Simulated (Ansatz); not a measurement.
A made-up structure of SiH₃SeO (charge +1), singlet:

```xyz
6
angstrom
O -0.6117 -1.3155 -0.0924
Se -0.3806 -0.2628 1.2781
Si 0.6031 0.7593 -0.0770
H -1.5277 -1.2931 -0.1316
H 0.7512 0.4304 -1.6241
H 1.1657 1.6817 0.6470
```

It is relaxed with PBE-D4/def2-SVP and then PBE0-D4/def2-TZVP (Ansatz 0.2.0). Atoms count as bonded within 1.22 times the sum of their covalent radii (H–H: 0.88 Å). The end point is not checked to be a true minimum.

**Question.** Does its bonding change? (Judge from chemistry; the calculation decides.)

**Answer.** The calculation gives: No: no bond forms or breaks.

Where it ends: The first stage lowers the energy by 2.07 eV in 8 steps. It ends as SiH₃SeO ([OH][Se][SiH2]), total charge +1:
```xyz
6
angstrom
O -0.8420 -1.5472 -0.0733
Se -0.4506 -0.3628 1.1886
Si 0.7512 0.9322 -0.0794
H -1.8045 -1.6615 -0.1050
H 0.8691 0.6074 -1.5115
H 1.4768 2.0320 0.5805
```

Labels in which every atom is bracketed show which atoms are joined, not bond orders.

For scale, one of the runs: PBE0-D4/def2-TZVP relaxation, 134 basis functions, launched by `ansatz run in.yaml --threads 2 --pin off --events-out ev --progress --plain --max-ram 4352MiB`. The run took about 20 s on 2 CPU threads of an Arm Neoverse V2 (shared host).
